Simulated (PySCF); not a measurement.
ECD: `C=C[C@H]1C(=C)[CH2][Ge@@H]1[F]`, C6H9FGe

Molfile (atoms numbered from 1):
```
C6H9FGe
     RDKit          3D

 17 17  0  0  0  0  0  0  0  0999 V2000
    2.8066   -0.0433   -0.0905 C   0  0  0  0  0  0  0  0  0  0  0  0
    1.5600   -0.0851    0.3511 C   0  0  0  0  0  0  0  0  0  0  0  0
    0.3706    0.1278   -0.4958 C   0  0  1  0  0  0  0  0  0  0  0  0
   -0.8597   -0.6878   -0.1621 C   0  0  0  0  0  0  0  0  0  0  0  0
   -0.8661   -1.9284    0.2864 C   0  0  0  0  0  0  0  0  0  0  0  0
   -2.0610    0.2092   -0.3554 C   0  0  0  0  0  0  0  0  0  0  0  0
   -0.8213    1.7946   -0.3540 Ge  0  0  2  0  0  4  0  0  0  0  0  0
   -0.9161    2.7042   -1.8847 F   0  0  0  0  0  0  0  0  0  0  0  0
    3.6495   -0.1820    0.5644 H   0  0  0  0  0  0  0  0  0  0  0  0
    3.0316    0.1441   -1.1281 H   0  0  0  0  0  0  0  0  0  0  0  0
    1.3555   -0.2709    1.3983 H   0  0  0  0  0  0  0  0  0  0  0  0
    0.6272    0.0243   -1.5556 H   0  0  0  0  0  0  0  0  0  0  0  0
   -1.7837   -2.4384    0.5289 H   0  0  0  0  0  0  0  0  0  0  0  0
    0.0459   -2.4882    0.4096 H   0  0  0  0  0  0  0  0  0  0  0  0
   -2.8327    0.0845    0.4002 H   0  0  0  0  0  0  0  0  0  0  0  0
   -2.5166    0.0653   -1.3367 H   0  0  0  0  0  0  0  0  0  0  0  0
   -0.7967    2.9822    0.6224 H   0  0  0  0  0  0  0  0  0  0  0  0
  1  2  2  0
  2  3  1  0
  3  4  1  0
  4  5  2  0
  4  6  1  0
  6  7  1  0
  7  8  1  0
  7  3  1  0
  1  9  1  0
  1 10  1  0
  2 11  1  0
  3 12  1  6
  5 13  1  0
  5 14  1  0
  6 15  1  0
  6 16  1  0
  7 17  1  1
M  END
```

Method: TDDFT PBE0/def2-SVPD circular dichroism and optical rotation, one conformer, gas phase in PySCF 2.14.0. Geometry: GFN2-xTB.

The molecule is flexible and this is one conformer; a measurement averages over conformers. The calculation is non-relativistic, which matters for the atoms heavier than Zn. States above about 7.0 eV (minus the energy of the highest occupied orbital) lie near or above the ionisation threshold and depend on the basis.

Question: What are the CIP labels of the stereocentres?

Answer: C3 S, Ge7 S.

Question: Which excitations and rotatory strengths does the calculation give?

Answer: Rotatory strengths R in 10⁻⁴⁰ esu² cm², velocity form and length form (origin at the centre of mass); f in length form.
```
state  E (eV)  λ (nm)      f  R (velocity)  R (length)                                    main
    1    5.30     234  0.027          -0.5        -0.5        HOMO→LUMO 0.77, HOMO→LUMO+1 0.17
    2    5.79     214  0.153         -73.5       -74.6      HOMO→LUMO+1 0.50, HOMO−1→LUMO 0.28
    3    5.97     208  0.078         -54.6       -54.2      HOMO−1→LUMO 0.53, HOMO→LUMO+1 0.22
    4    6.15     202  0.051         +38.3       +39.1    HOMO→LUMO+2 0.59, HOMO−1→LUMO+1 0.19
    5    6.24     199  0.050         -20.2       -19.9    HOMO−1→LUMO+1 0.53, HOMO→LUMO+2 0.18
    6    6.38     194  0.104         +16.7       +17.1    HOMO→LUMO+3 0.74, HOMO−1→LUMO+1 0.13
    7    6.69     185  0.019         +76.7       +75.5                        HOMO→LUMO+4 0.81
    8    6.79     183  0.026         -83.0       -81.2    HOMO−2→LUMO 0.65, HOMO−2→LUMO+1 0.10
    9    6.90     180  0.031         +41.8       +38.5    HOMO−1→LUMO+3 0.57, HOMO→LUMO+5 0.19
   10    7.03     176  0.037          +5.2        +4.5    HOMO→LUMO+5 0.52, HOMO−1→LUMO+3 0.25
   11    7.08     175  0.218         +89.4       +89.4    HOMO−1→LUMO+2 0.44, HOMO−2→LUMO 0.16
   12    7.26     171  0.046         +29.1       +32.3  HOMO−2→LUMO+1 0.42, HOMO−1→LUMO+4 0.26
   13    7.31     170  0.034         -29.8       -27.8  HOMO−1→LUMO+4 0.48, HOMO−2→LUMO+1 0.24
   14    7.41     167  0.016         -31.5       -30.6      HOMO→LUMO+6 0.47, HOMO−3→LUMO 0.33
   15    7.43     167  0.007         +36.7       +33.4      HOMO−3→LUMO 0.41, HOMO→LUMO+6 0.32
   16    7.59     163  0.020         -22.9       -21.9                      HOMO−1→LUMO+5 0.85
```

Among the states computed, the strongest CD band (largest |R|) is state 11. The largest dissymmetry factor in size, g = 4R/(D+G), with D and G the electric and magnetic dipole strengths, is +0.045 for state 15 (velocity form, f = 0.009), among bands with |R| over 0.5. The mirror image has the same energies and oscillator strengths and all R with the opposite sign.
